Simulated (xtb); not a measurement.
HO$_{3}$W, doublet, from a rough starting geometry (GFN-xTB shapes and energies of metal compounds can be far from the true ones) (the multiplicity is a formal guess); GFN2-xTB in xtb 6.7.1.

Input for xtb:
```
$ xtb mol.xyz --gfn 2 --uhf 1 --opt vtight --json

# file mol.xyz
5

W      0.29055998    -0.44960198     0.26258636
O      1.89884700    -0.79041945    -0.19528705
O     -0.20570675    -1.18007124     1.69780315
O     -0.69525426     0.82346076    -0.61927080
H     -1.22541356     1.46780431    -1.09928331
```

### Question
Predict the main parts of the log of this xtb run.

### Answer

```
   ID    Z sym.   atoms
    1   74 W      1
    2    8 O      2-4
    3    1 H      5

           -------------------------------------------------
          |                Calculation Setup                |
           -------------------------------------------------

           -------------------------------------------------
          |                 G F N 2 - x T B                 |
           -------------------------------------------------

          ...................................................
          :                      SETUP                      :
          :.................................................:
          :  # basis functions                  23          :
          :  # atomic orbitals                  22          :
          :  # shells                           10          :
          :  # electrons                        25          :
          :  max. iterations                   250          :
          :  Hamiltonian                  GFN2-xTB          :
          :  restarted?                      false          :
          :  GBSA solvation                  false          :
          :  PC potential                    false          :
          :  electronic temp.          300.0000000     K    :
          :  accuracy                    1.0000000          :
          :  -> integral cutoff          0.2500000E+02      :
          :  -> integral neglect         0.1000000E-07      :
          :  -> SCF convergence          0.1000000E-05 Eh   :
          :  -> wf. convergence          0.1000000E-03 e    :
          :  Broyden damping             0.4000000          :
          :  net charge                          0          :
          :  unpaired electrons                  1          :
          ...................................................

 iter      E             dE          RMSdq      gap      omega  full diag
   1      0.3938020  0.393802E+00  0.385E+01    1.11       0.0  T
   2     -7.5762532 -0.797006E+01  0.331E+01   12.58       1.0  T
   3    -12.1628242 -0.458657E+01  0.382E+01    0.31       1.0  T
   4    -12.5101366 -0.347312E+00  0.232E+01    0.77       1.0  T
   5    -12.7520133 -0.241877E+00  0.221E+01    0.46       1.0  T
   6    -13.1663692 -0.414356E+00  0.234E+01    0.26       1.0  T
   7    -13.5453885 -0.379019E+00  0.192E+01    0.24       1.0  T
   8    -13.8603375 -0.314949E+00  0.145E+01    0.20       1.0  T
   9    -14.3200704 -0.459733E+00  0.139E+01    0.38       1.0  T
  10    -14.1785161  0.141554E+00  0.152E+01    0.13       1.0  T
  11      0.1577401  0.143363E+02  0.763E+01    0.84       1.0  T
  12     -2.5809620 -0.273870E+01  0.682E+01    0.71       1.0  T
  13     -8.5633834 -0.598242E+01  0.473E+01    0.10       1.0  T
  14    -13.0341658 -0.447078E+01  0.246E+01    1.60       1.0  T
  15    -13.6817961 -0.647630E+00  0.211E+01    1.86       1.0  T
  16    -13.6921711 -0.103749E-01  0.211E+01    1.88       1.0  T
  17    -12.4729172  0.121925E+01  0.325E+01    0.91       1.0  T
  18    -12.0878203  0.385097E+00  0.354E+01    0.69       1.0  T
  19    -12.3500652 -0.262245E+00  0.338E+01    0.82       1.0  T
  20    -14.6165457 -0.226648E+01  0.143E+01    2.40       1.0  T
  21    -15.1040857 -0.487540E+00  0.895E+00    2.06       1.0  T
  22    -15.0948296  0.925612E-02  0.856E+00    2.13       1.0  T
  23    -15.1211372 -0.263077E-01  0.752E+00    2.28       1.0  T
  24    -15.0903574  0.307798E-01  0.733E+00    2.26       1.0  T
  25    -15.1609768 -0.706194E-01  0.406E+00    2.55       1.0  T
  26    -15.1586869  0.228990E-02  0.402E+00    2.53       1.0  T
  27    -15.1609014 -0.221444E-02  0.343E+00    2.55       1.0  T
  28    -15.1535889  0.731248E-02  0.358E+00    2.52       1.0  T
  29    -15.1583893 -0.480043E-02  0.318E+00    2.54       1.0  T
  30    -15.1657975 -0.740813E-02  0.254E+00    2.54       1.0  T
  31    -15.1727388 -0.694132E-02  0.203E+00    2.55       1.0  T
[...]
         :: total energy             -15.116742850219 Eh    ::
 * total energy  :   -15.1167429 Eh     change       -0.1368221E-09 Eh
 * total energy  :   -15.1172148 Eh     change       -0.4719516E-03 Eh
 * total energy  :   -15.1173855 Eh     change       -0.1706661E-03 Eh
 * total energy  :   -15.1173926 Eh     change       -0.7141123E-05 Eh
 * total energy  :   -15.1173946 Eh     change       -0.1995136E-05 Eh
 * total energy  :   -15.1173951 Eh     change       -0.4758166E-06 Eh
 * total energy  :   -15.1173952 Eh     change       -0.1061680E-06 Eh
 * total energy  :   -15.1173952 Eh     change       -0.1418666E-08 Eh
   *** GEOMETRY OPTIMIZATION CONVERGED AFTER 8 ITERATIONS ***
         :: total energy             -15.117395188054 Eh    ::
[...]

         #    Occupation            Energy/Eh            Energy/eV
      -------------------------------------------------------------
         1        2.0000           -0.7908610             -21.5204
         2        2.0000           -0.7165209             -19.4975
         3        2.0000           -0.6804308             -18.5155
         4        2.0000           -0.6246383             -16.9973
         5        2.0000           -0.5589014             -15.2085
         6        2.0000           -0.5411010             -14.7241
         7        2.0000           -0.4806123             -13.0781
         8        2.0000           -0.4748343             -12.9209
         9        2.0000           -0.4523443             -12.3089
        10        2.0000           -0.4506503             -12.2628
        11        2.0000           -0.4419019             -12.0248
        12        2.0000           -0.4281963             -11.6518
        13        1.0000           -0.3886682             -10.5762 (HOMO)
        14                         -0.2892374              -7.8705 (LUMO)
        15                         -0.2571292              -6.9968
        16                         -0.1471282              -4.0036
        17                         -0.1466582              -3.9908
        18                         -0.1334720              -3.6320
        19                         -0.0180784              -0.4919
        20                          0.1994005               5.4260
        21                          0.3648733               9.9287
        22                          0.4515111              12.2862
      -------------------------------------------------------------
                  HL-Gap            0.0994308 Eh            2.7057 eV
             Fermi-level           -0.3736925 Eh          -10.1687 eV

     #   Z          covCN         q      C6AA      α(0)
     1  74 W        2.489     0.980   402.019    44.222
     2   8 O        0.830    -0.452    22.753     6.395
     3   8 O        0.830    -0.452    22.753     6.395
     4   8 O        1.633    -0.425    21.355     6.238
     5   1 H        0.805     0.348     0.592     1.209

 Mol. C6AA /au·bohr⁶  :       1183.518996
 Mol. C8AA /au·bohr⁸  :     100628.666327
 Mol. α(0) /au        :         64.457730

Wiberg/Mayer (AO) data.
largest (>0.10) Wiberg bond orders for each atom

 ---------------------------------------------------------------------------
     #   Z sym  total        # sym  WBO       # sym  WBO       # sym  WBO
 ---------------------------------------------------------------------------
     1  74 W    5.851 --     3 O    2.205     2 O    2.205     4 O    1.397
     2   8 O    2.401 --     1 W    2.205     3 O    0.123
     3   8 O    2.401 --     1 W    2.205     2 O    0.123
     4   8 O    2.362 --     1 W    1.397     5 H    0.827
     5   1 H    0.879 --     4 O    0.827
 ---------------------------------------------------------------------------

Topologies differ in total number of bonds
Writing topology from bond orders to xtbtopo.mol

molecular dipole:
                 x           y           z       tot (Debye)
 q only:       -1.088       1.281      -0.960
   full:       -1.641       1.932      -1.448       7.420
molecular quadrupole (traceless):
                xx          xy          yy          xz          yz          zz
 q only:       -2.020       0.324       2.700       3.871       2.002      -0.680
  q+dip:       -1.949       0.507       2.554       3.648       2.118      -0.605
   full:       -2.033       0.447       2.683       3.854       2.133      -0.650

optimized geometry written to: xtbopt.xyz

           -------------------------------------------------
          | TOTAL ENERGY              -15.117395188054 Eh   |
          | GRADIENT NORM               0.000011382841 Eh/α |
          | HOMO-LUMO GAP               2.705650536093 eV   |
           -------------------------------------------------

normal termination of xtb
```
